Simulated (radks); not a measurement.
Results of a calculation; reference values are marked as such.
These are the eigenvalues of the occupied orbitals of an atom or ion with whole-number occupations (hartree). Level of theory: scalar-relativistic Kohn-Sham, PBE, spin-polarised, spherical densities, finite nucleus; Fermi nuclear charge, rms radius of each element as measured or else 0.836 A^(1/3) + 0.57 fm (a radial shooting solver on a logarithmic mesh with Libxc functionals).

orbital  eigenvalue
1s up     -847.3155
1s down   -847.3144
2s up     -123.4554
2s down   -123.4298
2p up     -110.7125
2p down   -110.6926
3s up     -22.63691
3s down   -22.62313
3p up     -18.44933
3p down   -18.43353
3d up     -11.75718
3d down   -11.73309
4s up      -3.75748
4s down    -3.64161
4p up      -2.56804
4p down    -2.44603
4d up      -0.86972
4d down    -0.74356
5p up      -0.36600

Which element is it, and in what charge state? The configuration may be excited. Open shells, if any, are filled with parallel spins first.

Answer. Z = 45, rhodium, charge +1: Rh+ in [Kr] 4d6 5p2. The list shows which subshells hold electrons but not how many an open one holds; the 1s level, -847.32 hartree, gives Z - s = 41.2 by -(Z - s)^2/2, which with screening and relativity narrows Z to a few neighbours, and the depths of the outer levels then fix element, charge and occupations together.
